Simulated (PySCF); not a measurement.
CH₁₀BPSi.
Z-matrix (Å and degrees, GFN2-xTB geometry), rows numbered from 1:
```
Si
C   1  1.8942
B   2  1.6317  1  113.30
P   3  1.9334  2  100.54  1  -179.98
H   1  1.4712  2  108.75  3   179.98
H   1  1.4655  2  110.75  3    60.85
H   1  1.4655  2  110.76  3   -60.87
H   2  1.0959  1  107.68  3   123.19
H   2  1.0959  1  107.66  3  -123.15
H   3  1.1914  2  114.95  1   -66.96
H   3  1.1914  2  114.99  1    66.97
H   4  1.3839  3  116.12  2   -55.99
H   4  1.3923  3  128.94  2  -180.00
H   4  1.3841  3  116.11  2    55.96
```

Three sets of settings were typed for PySCF runs (density fitting) on one GFN2-xTB geometry. Runs with no stated cap are allowed at least 80 cycles.

Question: One run ended without self-consistency. Which?
A. CAM-B3LYP/pcSseg-1, at most 8 cycles, fitting basis def2-universal-jfit
B. PBE0/IGLO-III
C. PBE0/pcSseg-1, grid level 0, at most 96 cycles

Answer: A. The cap of 8 cycles ended the SCF with an orbital gradient of 4.1e-05, before the energy threshold of 1e-09 Eh and the gradient threshold (its square root) were both met. Raise the cap, and go back to the usual fitting basis. The last energy is close to convergence but wasn't accepted.

The end of its output:
```
cycle   3  E = -698.9728787242  dE = -3.896e-02  |g| = 4.869e-02  |ddm| = 4.059e-01
cycle   4  E = -698.9734673111  dE = -5.886e-04  |g| = 1.714e-02  |ddm| = 6.190e-02
cycle   5  E = -698.9735418419  dE = -7.453e-05  |g| = 2.711e-03  |ddm| = 2.164e-02
cycle   6  E = -698.9735437172  dE = -1.875e-06  |g| = 6.142e-04  |ddm| = 4.249e-03
cycle   7  E = -698.9735438428  dE = -1.256e-07  |g| = 1.529e-04  |ddm| = 1.159e-03
cycle   8  E = -698.9735438506  dE = -7.843e-09  |g| = 4.101e-05  |ddm| = 4.508e-04
SCF not converged, last energy = -698.9735438506
```

The others met their thresholds:

```csv
settings,basis functions,SCF cycles,E (Eh),HOMO (eV),LUMO (eV),dipole (D)
"PBE0/pcSseg-1, grid level 0, at most 96 cycles",132,9,-699.3850,-7.89,0.38,4.67
PBE0/IGLO-III,258,13,-699.4938,-7.86,0.21,4.47
```

The row «PBE0/pcSseg-1, grid level 0, at most 96 cycles» carries the error of a grid, fitting basis or threshold typed as a poor one on purpose, so its figures aren't the species' properties at that level. Cycle counts include a coarse-grid stage where the run had one.
